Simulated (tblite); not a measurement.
C5H15AlOSi.
Structure used (GFN2-xTB), in Å, numbered top down from 1:
```
atom  x, y, z in Å
Al1   -0.997    2.165    0.758
O2    -0.690    0.319    0.733
C3    -1.822   -0.340    0.190
C4    -1.216   -1.293   -0.827
C5     0.008   -1.805   -0.063
C6     0.339   -0.662    0.921
C7     1.710   -0.039    0.728
Si8    2.013    0.767   -0.979
H9    -1.327    2.391   -0.780
H10   -2.258    2.142    1.706
H11    0.361    2.701    1.331
H12   -2.479    0.421   -0.234
H13   -2.352   -0.885    0.980
H14   -1.899   -2.087   -1.120
H15   -0.910   -0.734   -1.711
H16   -0.236   -2.717    0.483
H17    0.846   -2.017   -0.723
H18    0.249   -1.031    1.955
H19    1.829    0.734    1.489
H20    2.457   -0.806    0.936
H21    1.969   -0.289   -2.006
H22    1.022    1.798   -1.263
H23    3.379    1.294   -0.949
```

Computed values, GFN2-xTB/tblite, gas phase, harmonic and unscaled. This tight-binding method is rough: wavenumbers can miss measured ones by several per cent, in bad cases by 10 to 20. Modes of hydrogen on aluminium and silicon can be 10 to 20 % off. One conformer, not necessarily the lowest.

Harmonic wavenumbers (cm⁻¹): 50.2, 89.8, 114.8, 119.0, 175.1, 198.8, 253.4, 285.6, 321.0, 335.2, 462.6, 499.9, 514.8, 521.6, 580.8, 607.2, 641.5, 730.7, 753.2, 764.1, 779.2, 784.6, 798.0, 806.4, 811.4, 841.9, 887.7, 937.4, 971.0, 989.6, 1048.9, 1060.7, 1086.7, 1121.9, 1149.7, 1167.4, 1192.3, 1215.9, 1267.5, 1280.7, 1293.2, 1307.3, 1313.5, 1334.7, 1450.9, 1452.4, 1468.1, 1490.6, 1578.6, 1644.2, 1673.9, 2180.2, 2262.3, 2305.1, 2851.8, 2918.0, 2974.9, 2979.6, 2990.1, 2991.7, 3003.9, 3033.0, 3034.5.

A = 1557, B = 1313, C = 902.7 MHz; mass 146.071 u (most abundant isotopes); point group C1, symmetry number 1.

What is the zero-point energy?

Half the sum of the wavenumbers: 38875 cm⁻¹ = 111.15 kcal/mol.

Give the ideal-gas entropy at 273.15 K and 1 bar in the rigid-rotor, harmonic-oscillator model (classical rotation).

Translation 40.44, rotation 29.28, vibration 29.02: S = 98.7 cal/(mol K).

And Cp and H(273.15 K) − H(0)?

Cp = 42.01 cal/(mol K), of which vibrations give 34.06 (their classical limit is 63 R = 125.2); H(273.15 K) − H(0) = 6.56 kcal/mol without the zero-point energy, 4.39 from vibrations.

How do the functions run with temperature in this model?

| T (K) | S (cal/(mol K)) | Cp (cal/(mol K)) | H − H(0) (kcal/mol) | G − H(0) (kcal/mol) | ln q(vib) |
| --- | --- | --- | --- | --- | --- |
| 50 | 59.0 | 13.1 | 0.49 | -2.46 | 0.43 |
| 100 | 70.1 | 19.5 | 1.31 | -5.70 | 1.61 |
| 298.15 | 102.6 | 45.5 | 7.66 | -22.92 | 7.25 |
| 373.15 | 113.9 | 55.6 | 11.46 | -31.04 | 9.53 |
| 500 | 132.3 | 70.1 | 19.46 | -46.66 | 13.46 |
| 750 | 164.7 | 89.9 | 39.66 | -83.89 | 21.16 |
| 1000 | 192.4 | 102.3 | 63.80 | -128.63 | 28.45 |

q(vib) and H(0) count from the zero-point level.

Which modes carry the vibrational entropy at 273.15 K?

50.2 cm⁻¹: 4.64; 89.8 cm⁻¹: 3.49; 114.8 cm⁻¹: 3.02; 119.0 cm⁻¹: 2.95; 175.1 cm⁻¹: 2.22; 198.8 cm⁻¹: 1.98 cal/(mol K); the other 57 give 10.72 together.

Hindered rotation and anharmonicity are outside this model. Other conformers, if any are populated, would add a mixing term that is left out. The structure is chiral; the term R ln 2 for an equal mix with its mirror image is left out.
